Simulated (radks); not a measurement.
Neutral holmium inside a hard spherical wall (all orbitals vanish at R), configuration held at [Xe] 4f11 6s2 and not refilled when levels cross. All-electron calculation, scalar-relativistic Kohn-Sham, LDA (Slater exchange, VWN5 correlation), spin-polarised, spherical densities, finite nucleus; open shells are filled with parallel spins first (spin-orbit coupling, left out, can overturn this in heavy ions); Fermi nuclear charge, rms radius 5.2022 fm. Program: a radial shooting solver on a logarithmic mesh with Libxc functionals. Eigenvalues in eV for spin up, with the zero of energy where the potential of the charges vanishes at infinity; a dash marks a level that is unbound or too diffuse for the functional's potential to be trusted. A positive occupied level is held by the wall or, in an anion where self-interaction has pushed it up, behind a barrier. The pressure on the wall is -dE/dV.

| R (bohr) | E (hartree) | kinetic (hartree) | e(5s) | e(5p) | e(4f) | e(6s) | e(5d, empty) | e(6p, empty) | pressure (GPa) |
|---|---|---|---|---|---|---|---|---|---|
| free | -12607.1751 | 13628.426 | -51.098 | -26.432 | -4.335 | -3.981 | -1.302 | -1.210 | 0 |
| 20 | -12607.1751 | 13628.426 | -51.098 | -26.432 | -4.335 | -3.981 | -1.302 | -1.209 | < 0.0001 |
| 6 | -12607.0753 | 13628.927 | -48.948 | -24.340 | -2.197 | -1.499 | 0.942 | 3.254 | 6.27 |
| 5 | -12606.9054 | 13629.599 | -47.203 | -22.684 | -0.391 | 1.579 | 3.024 | 8.007 | 26.1 |
| 3.5 | -12605.6312 | 13634.437 | -40.247 | -16.000 | 7.475 | 19.597 | 12.599 | 32.690 | 400 |
| 3 | -12603.9786 | 13640.629 | -34.165 | -9.676 | 14.801 | 38.869 | 21.727 | 56.677 | 1300 |
| 1.5 | -12540.1150 | 13839.581 | 103.38 | 150.26 | 134.19 | 473.40 | 222.88 | 528.10 | 189000 |
